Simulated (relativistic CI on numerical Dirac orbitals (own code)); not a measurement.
**Mn5+: K-alpha X-ray emission**

Computed with this model: Dirac-Coulomb-Breit CI, separate exchange-only KLI orbitals for each configuration, model QED (radiative potential, 1s self-energy scaled to tabulated hydrogen-like ionisation energies), valence Slater integrals scaled by 0.8, multiplet model of X-ray emission after core ionisation; configurations [Ar] 3d2 → 1s 2s2 2p6 3s2 3p6 3d2 → [He] 2s2 2p5 3s2 3p6 3d2; 300 K; Lorentzian 1.26 eV and Gaussian 0.6 eV FWHM. Energies are those of the free ion, without screening or charge transfer. S is read from ⟨S²⟩ = S(S + 1).

Field parameters in Wybourne normalisation: Oh B⁴₀ = 21Dq, B⁴₄ = √(5/14) B⁴₀. The field is a parameter set, without covalency.

Computed curve for Oh, 10Dq = 5900 cm⁻¹, scaled to 100 at the maximum (points under 2 are left out and the grid is thinned):

```tsv
Energy (eV)	Intensity
5877.6	2.1
5878.2	3.3
5878.8	5.6
5879.4	10.4
5880.0	14.4
5880.6	11.9
5881.2	9.0
5881.8	9.7
5882.4	13.7
5883.0	22.6
5883.8	39.0
5884.4	47.8
5885.0	35.9
5885.6	17.8
5886.2	9.6
5886.8	6.5
5887.4	5.4
5888.0	5.8
5888.6	7.8
5889.2	9.7
5889.8	10.4
5890.4	11.1
5891.0	11.2
5891.6	14.2
5892.2	17.3
5892.8	21.0
5893.4	31.2
5894.0	56.4
5894.6	91.4
5895.2	99.0
5896.0	85.4
5896.6	55.7
5897.2	26.3
5897.8	13.8
5898.4	8.5
5899.0	5.9
5899.6	4.3
5900.2	3.3
5900.8	2.6
5901.4	2.1
```

The ground state has S = 1.00, and the centroid lies at 5891.32 eV.
